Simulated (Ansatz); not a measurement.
Reaction (redistribution): `CB(F)C=O` + `NBCl` → `CB(N)F` + `O=CBCl`

Program: Ansatz. Geometries: PBE0-D4/def2-TZVP. ΔE: electronic, gas phase. CBS: MP2 limit from def2 TZ/QZ plus the TZ coupled-cluster correction, frozen cores. Functionals use def2-TZVPP. One conformer a species, not always the lowest.

```
             level  ΔE (kJ/mol)
          PBE-QIDH          7.2
            r2SCAN          6.6
CCSD(T)/def2-TZVPP          7.3
      HF/CBS(def2)          5.8
```

(1) What does CCSD(T)/CBS give? (Estimate.)

Largest T1 diagnostic among the species: 0.016.

## Answers

(1) Computed: +7.2 kJ/mol. The listed levels differ from it by 0.0, -0.6, 0.1, -1.4 kJ/mol.

At CCSD(T), def2-SVP lies +3.1 kJ/mol from the extrapolated value and def2-TZVPP +0.1 kJ/mol. Leaving LDA and LC-ωPBE aside and taking each functional with its dispersion term where it has one, the values, not all of them listed here, spread over 3.0 kJ/mol, from revPBE-D4 to ωB97M-V.
